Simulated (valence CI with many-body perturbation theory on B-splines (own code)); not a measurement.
**Ladder of approximations for Ca5+**

Computed by configuration interaction combined with many-body perturbation theory (CI+MBPT): five valence electrons over a frozen Dirac-Fock core [Ne], radial functions for each j: 9 s, 9 p, 8 d, 6 f, 3 g, 1 h, with the one-electron correlation potential Σ1 (screened to all orders), the two-electron term Σ2, the three-electron term Σ3, Breit, model QED; selected single and double excitations, second order for the rest, scaled by the run's own slope (own B-spline code, finite nucleus).

No measured levels were compared; by estimate levels hold to about 100 cm⁻¹ or 0.05 % of their energy and the worst to 300 or 400 cm⁻¹, as in measured light ions of charge 2 to 7. Among the levels kept, up to 910 cm⁻¹ of a level comes from second order outside the variational space, and about a tenth of that is noise between levels of different J, which matters for small intervals.

Each rung adds one term. CI alone is the Dirac-Coulomb CI over the frozen core; QED comes last and gives the full result, which names the levels. Energies are above 3s²3p³ ⁴S°_3/2 on the same rung, in eV.

Names give the largest LS component (configuration and term), which can be under half, so a name can repeat, a term be missing and a line seem to break the LS rules; names also repeat where a configuration has a term twice. Letters in brackets count levels of one name in rising energy.

| Level | CI alone | + Σ1 | + Σ2 | + Σ3 | + Breit | Full |
| --- | --- | --- | --- | --- | --- | --- |
| 3s²3p³ ²D°_3/2 | 3.393 | 3.400 | 3.367 | 3.351 | 3.353 | 3.353 |
| 3s²3p³ ²D°_5/2 | 3.447 | 3.456 | 3.423 | 3.408 | 3.404 | 3.404 |
| 3s²3p³ ²P°_1/2 | 5.627 | 5.639 | 5.592 | 5.566 | 5.565 | 5.565 |
| 3s²3p³ ²P°_3/2 | 5.697 | 5.712 | 5.664 | 5.639 | 5.634 | 5.634 |
| 3s3p⁴ ⁴P_5/2 | 19.271 | 19.271 | 19.312 | 19.322 | 19.324 | 19.307 |
| 3s3p⁴ ⁴P_3/2 | 19.516 | 19.519 | 19.563 | 19.573 | 19.569 | 19.552 |
| 3s3p⁴ ⁴P_1/2 | 19.650 | 19.655 | 19.699 | 19.709 | 19.700 | 19.684 |
| 3s3p⁴ ²D_3/2 | 24.002 | 24.015 | 23.991 | 23.989 | 23.985 | 23.970 |
| 3s3p⁴ ²D_5/2 | 24.030 | 24.043 | 24.019 | 24.017 | 24.009 | 23.994 |
| 3s²3p²3d ²P_3/2 [a] | 27.731 | 27.753 | 27.659 | 27.644 | 27.631 | 27.623 |
| 3s²3p²3d ²P_1/2 [a] | 27.988 | 28.013 | 27.918 | 27.902 | 27.883 | 27.875 |
| 3s3p⁴ ²S_1/2 | 29.155 | 29.181 | 29.073 | 29.044 | 29.037 | 29.022 |
| 3s²3p²3d ⁴F_3/2 | 30.524 | 30.552 | 30.490 | 30.445 | 30.431 | 30.431 |
| 3s²3p²3d ⁴F_5/2 | 30.619 | 30.648 | 30.587 | 30.542 | 30.522 | 30.522 |
| 3s²3p²3d ⁴F_7/2 | 30.756 | 30.787 | 30.725 | 30.680 | 30.654 | 30.654 |
| 3s²3p²3d ⁴F_9/2 | 30.935 | 30.969 | 30.908 | 30.863 | 30.826 | 30.827 |
| 3s²3p²3d ²F_5/2 [a] | 31.576 | 31.607 | 31.537 | 31.489 | 31.468 | 31.468 |
| 3s²3p²3d ⁴D_7/2 | 31.671 | 31.704 | 31.634 | 31.586 | 31.560 | 31.560 |
| 3s²3p²3d ⁴D_1/2 | 31.677 | 31.709 | 31.640 | 31.591 | 31.572 | 31.573 |

Problem. How does the ionisation energy move along the ladder, and which term matters most?

Solution. CI alone 107.51, + Σ1 107.89, + Σ2 107.75, + Σ3 107.65, + Breit 107.64, + QED 107.64 eV. The largest step is Σ1, 0.38 eV. NIST lists 108.78 ± 0.25 eV (semi-empirical), further off than its uncertainty and the later steps.
